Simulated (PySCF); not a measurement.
Species: C₆H₈N (doublet state).
Numbering: `[CH3:1][C@@H:2]([NH2:3])/[CH:4]=[C:5]1[C:6]=[CH:7]\1` (hydrogens: H8, H9, H10 on C1; H11 on C2; H12, H13 on N3; H14 on C4; H15 on C7)

Geometry (GFN2-xTB, Å), atoms numbered from 1 in this order:
```
atom  x, y, z in Å
C1    -1.037    1.216    0.064
C2    -0.772   -0.305    0.003
N3    -1.825   -1.055   -0.647
C4     0.533   -0.532   -0.707
C5     1.708   -0.181   -0.180
C6     2.545    0.617    0.710
C7     3.115   -0.320   -0.090
H8    -1.970    1.408    0.592
H9    -0.225    1.710    0.588
H10   -1.108    1.627   -0.941
H11   -0.699   -0.674    1.034
H12   -1.969   -0.725   -1.595
H13   -2.699   -0.964   -0.142
H14    0.477   -0.944   -1.705
H15    3.923   -0.869   -0.512
```

The hyperfine couplings belong to this conformer and change with its torsions.

Method: UKS B3LYP, pcH-1 on C H N, non-relativistic, mean-field spin-orbit, GIAO in PySCF. The structure is a single GFN2-xTB conformer in the gas phase; no vibrational or solvent corrections. Couplings are sensitive to structure, and on GFN2-xTB geometries they can be far from those on DFT ones. The frame is twisted about the C4–C5 bond at this geometry (dihedral C2–C4–C5–C6 = -24°); couplings at other torsion angles weren't computed. Stability of the SCF solution: not tested.

What is the g tensor, term by term?

```tsv
Δg (ppm)	1	2	3
relativistic mass correction	-153	-153	-153
gauge correction	30	22	-6
orbital Zeeman/spin–orbit	-155	481	998
total	-278	350	839
```

So g = 2.00204, 2.00267, 2.00316 and g_iso = 2.00262; the tensor is rhombic: the two nearest values differ by 44 % of g3 − g1. Axes: g1 points within 3° of the C7–H15 bond and g2 points within 10° of the C5–C6 bond.

How much does each term add to the isotropic shift?

The orbital-Zeeman/spin–orbit term 441, the mass correction -153 and the gauge correction 15 ppm, for a total of 304 ppm. The orbital-Zeeman/spin–orbit term is the largest in size. The mass correction is the same along every axis, so the anisotropy comes from the other two: their spans along these axes are 37 (gauge) and 1153 ppm (orbital Zeeman/spin–orbit).

At 9.593 GHz, how far is the centre of the isotropic spectrum from where a free electron (g = 2.002319) resonates?

B = hν/(g μB) with μB/h = 13.99624 MHz/mT gives 342.30 mT for the free electron and 342.25 mT at g_iso, 0.05 mT lower.

In a frozen sample, at which fields do the three g values resonate at 9.5, 34, 94 and 263 GHz (hyperfine left aside), and which band first spreads them over more than twice a line width of 0.3 mT?

```
band    GHz  B(g3) mT  B(g2) mT  B(g1) mT  spread mT
   X    9.5    338.84    338.92    339.03       0.19
   Q   34.0   1212.70   1212.99   1213.37       0.68
   W   94.0   3352.75   3353.57   3354.62       1.87
   J  263.0   9380.56   9382.86   9385.80       5.23
```

The spread grows in proportion to the frequency. Q band is the first where it exceeds 0.6 mT.

The Mulliken spin populations are largest on C4 (+0.50), C6 (+0.25) and C7 (+0.19). Three atoms exceed +0.15.

The HOMO–LUMO gaps are 5.50 eV among the α and 2.50 eV among the β orbitals.

Hardware: one thread of an Arm Neoverse V1, on a shared host. Cost: 60 s (with the writing of density and orbital grids), 0.93 GiB resident at most.

The SMILES draws the unpaired electron on C6; the largest computed Mulliken spin population is on C4 (0.50 against 0.25).
